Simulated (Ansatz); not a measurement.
What each rung costs, and what it gives

Saddle point of ZnH3BrO, closed shell (ZnH₂O ([OH][ZnH]) + HBr → ZnHBrO ([OH][Zn][Br]) + H₂; bonds formed: Zn1–Br5, H2–H4; bonds broken: Zn1–H2, H4–Br5), PBE0-D4/def2-TZVP structure:

```tsv
atom	x (Å)	y (Å)	z (Å)
Zn1	0.1220	-0.1473	0.1836
H2	-0.2265	1.2036	1.0390
O3	0.7330	-1.7678	-0.2057
H4	-0.6717	1.5122	0.0285
Br5	-1.1147	1.4188	-1.5711
H6	1.1579	-2.2196	0.5258
```

Barriers are electronic and count from the start structure reached by relaxing down the imaginary mode.

Program: Ansatz 0.2.0. Basis: as named in each row. Cores are frozen in the correlated methods. The 3s and 3p shells of Cu and Zn are frozen; filled d shells are correlated. The def2 sets are not built for correlating such inner shells, so the correlated values are less sure here. B3LYP uses VWN-RPA correlation. Extrapolation: Hartree–Fock as exp(−7.88 √X), correlation as X^−2.97.

Times are rough, for one single point on 4 threads of a shared host (Intel Xeon).

The estimate by CCSD(T) at an estimated basis limit (MP2 extrapolated from triple and quadruple zeta, plus CCSD(T) − MP2 in triple zeta) is 53.8 kJ/mol.

```json
{"method": "SPW92", "basis": "def2-SVP", "time (s)": "under 1", "barrier (kJ/mol)": "7.4", "method less estimate": "-46.4"}
{"method": "PBE-D4", "basis": "def2-SVP", "time (s)": "1", "barrier (kJ/mol)": "23.8", "method less estimate": "-30.1"}
{"method": "SPW92", "basis": "def2-TZVPP", "time (s)": "2", "barrier (kJ/mol)": "18.9", "method less estimate": "-34.9"}
{"method": "B3LYP-D4", "basis": "6-31G", "time (s)": "2", "barrier (kJ/mol)": "47.1", "method less estimate": "-6.7"}
{"method": "HF", "basis": "STO-3G", "time (s)": "2", "barrier (kJ/mol)": "39.1", "method less estimate": "-14.7"}
{"method": "PBE0-D4", "basis": "def2-SVP", "time (s)": "2", "barrier (kJ/mol)": "34.8", "method less estimate": "-19.0"}
{"method": "PBE-D4", "basis": "def2-TZVPP", "time (s)": "3", "barrier (kJ/mol)": "33.9", "method less estimate": "-19.9"}
{"method": "BLYP-D4", "basis": "def2-TZVPP", "time (s)": "3", "barrier (kJ/mol)": "48.7", "method less estimate": "-5.2"}
{"method": "r2SCAN-D4", "basis": "def2-TZVPP", "time (s)": "4", "barrier (kJ/mol)": "36.9", "method less estimate": "-17.0"}
{"method": "PBE0-D4", "basis": "def2-TZVPP", "time (s)": "4", "barrier (kJ/mol)": "41.3", "method less estimate": "-12.6"}
{"method": "PBE-D4", "basis": "STO-3G", "time (s)": "4", "barrier (kJ/mol)": "3.1", "method less estimate": "-50.7"}
{"method": "B3LYP-D4", "basis": "def2-TZVPP", "time (s)": "4", "barrier (kJ/mol)": "53.5", "method less estimate": "-0.4"}
{"method": "BHLYP-D4", "basis": "def2-TZVPP", "time (s)": "4", "barrier (kJ/mol)": "62.3", "method less estimate": "8.5"}
{"method": "CAM-B3LYP-D4", "basis": "def2-TZVPP", "time (s)": "6", "barrier (kJ/mol)": "60.4", "method less estimate": "6.5"}
{"method": "wB97M-V", "basis": "def2-SVP", "time (s)": "7", "barrier (kJ/mol)": "52.7", "method less estimate": "-1.1"}
{"method": "CCSD(T)", "basis": "def2-SVP", "time (s)": "7", "barrier (kJ/mol)": "60.0", "method less estimate": "6.1"}
{"method": "RPA on PBE", "basis": "def2-TZVPP", "time (s)": "7", "barrier (kJ/mol)": "64.6", "method less estimate": "10.8"}
{"method": "r2SCAN0-D4", "basis": "def2-TZVPP", "time (s)": "8", "barrier (kJ/mol)": "43.1", "method less estimate": "-10.8"}
{"method": "B2PLYP", "basis": "def2-TZVPP", "time (s)": "8", "barrier (kJ/mol)": "55.8", "method less estimate": "2.0"}
{"method": "PBE-QIDH", "basis": "def2-TZVPP", "time (s)": "8", "barrier (kJ/mol)": "48.7", "method less estimate": "-5.1"}
{"method": "B97M-V", "basis": "def2-TZVPP", "time (s)": "8", "barrier (kJ/mol)": "53.6", "method less estimate": "-0.2"}
{"method": "wB97X-V", "basis": "def2-TZVPP", "time (s)": "10", "barrier (kJ/mol)": "60.8", "method less estimate": "7.0"}
{"method": "wB97M-V", "basis": "def2-TZVPP", "time (s)": "12", "barrier (kJ/mol)": "61.2", "method less estimate": "7.4"}
{"method": "MP2", "basis": "def2-QZVPP", "time (s)": "28", "barrier (kJ/mol)": "52.2", "method less estimate": "-1.6"}
{"method": "CCSD(T)", "basis": "def2-TZVPP", "time (s)": "82", "barrier (kJ/mol)": "60.1", "method less estimate": "6.2"}
```

All methods are single points on the PBE0-D4 structures.

The T1 diagnostic stays at or below 0.015.

Labels in which every atom is bracketed show which atoms are joined, not bond orders.
